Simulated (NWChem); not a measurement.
# C₂H₃BN₂O; SMILES OB1N=CC=N1

```xyz
9

O     -0.0830    -2.0442     0.0000
B     -0.0455    -0.7112     0.0000
N      1.2225     0.0958     0.0000
C      0.7699     1.2849     0.0000
C     -0.7624     1.3174     0.0000
N     -1.2686     0.1505     0.0000
H      0.8067    -2.4187     0.0000
H      1.4041     2.1865     0.0000
H     -1.3550     2.2468     0.0000
```
Atoms are numbered in this order, from 1.

Results from NWChem. Pople sets run with spherical d functions. All runs use the structure optimised with PBE0/def2-SVP. Atomic charges in e: unrestrained fits to the electrostatic potential beside Mulliken populations; buried atoms are poorly determined by the fit.

For level Hartree-Fock/6-31G*:

- ESP O1: -0.80
- Mulliken O1: -0.70
- ESP B2: 1.21
- Mulliken B2: 0.83
- Mulliken N3: -0.55

Task: What are these values for level B3LYP/def2-SVP?

Result: The ESP O1 comes out as -0.67. The Mulliken O1 comes out as -0.05, the ESP B2 is 1.03 and the Mulliken B2 is -0.04. The Mulliken N3 is -0.11.
